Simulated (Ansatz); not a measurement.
Basis-set extrapolation for C2H3AlCl2O, SMILES `ClC1[CH2][Al]([Cl])[O]1` (PBE0-D4/def2-TZVP geometry, frozen core, Ansatz). Multiplicity 1, RHF reference.

|  | def2-TZVPP | def2-QZVPP |
| --- | --- | --- |
| HF | -1313.458919 | -1313.498066 |
| MP2 correlation | -1.013214 | -1.098459 |
| CCSD(T) correlation | -1.104785 | not run |

Energies in hartree. Use E(X) = E(∞) + A·exp(−7.88·√X) for Hartree–Fock and E(X) = E(∞) + B·X^(−2.97) for correlation, with X = 3 and 4, and add CCSD(T) minus MP2 of the smaller set to the MP2 limit.

**Question.** What is the CCSD(T) energy at the basis-set limit?

**Answer.** HF limit: -1313.498066 + (-0.039147) × 0.13774 = -1313.50346. MP2 limit: -1.098459 + (-0.085245) × 0.74074 = -1.16160. Higher-order term: -1.104785 − (-1.013214) = -0.09157. Total: -1314.75663 hartree, 506.5 kJ/mol below CCSD(T)/def2-TZVPP.
